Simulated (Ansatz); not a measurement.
Input file for Ansatz (a program for electronic structure): R-r2SCAN/def2-TZVPPD on GeH4 (SMILES [GeH4]) with ghost functions. Files ending in .json are basis or fitting sets from the Basis Set Exchange.

Ansatz 0.2 input:
```yaml
crystal:
  periodic: [false, false, false]
  atoms:
    - {symbol: Ge, position_ang: [0.00278468, -0.05389299, 3.32575856]}
    - {symbol: H, position_ang: [0.16230253, -0.97509298, 4.54213266]}
    - {symbol: H, position_ang: [0.00206491, -0.92646081, 2.05334456]}
    - {symbol: H, position_ang: [1.17450775, 0.93211533, 3.24685554]}
    - {symbol: H, position_ang: [-1.32673365, 0.70618286, 3.40361627]}
basis:
  gaussian:
    orbitals: def2-TZVPPD.json
    ghost_atoms:
      - {symbol: Cl, position_ang: [-0.44229765, 0.89322134, -0.64111788]}
      - {symbol: H, position_ang: [-0.26787755, 0.01493386, 0.28110514]}
hamiltonian:
  xc: {name: r2SCAN}
scf: {lower_state_search: off}
```

The head of its log:

```
Functional definition: r2SCAN
[...]
these checks for a lower state are left out or cut short: stability, starts, cluster_reference, orbital_swaps, neighbouring_geometries, increment
integrals: 0.10 GiB planned
984 factors; their error is unknown
mean field: 0.69 GiB planned
mean field evaluation 1: about -56582.2200 eV, gradient 1.9e1 eV
mean field evaluation 2: about -56582.4808 eV, gradient 1.9e1 eV
```

**Question.** Predict the final total energy.

**Answer.** -2079.3749 hartree.
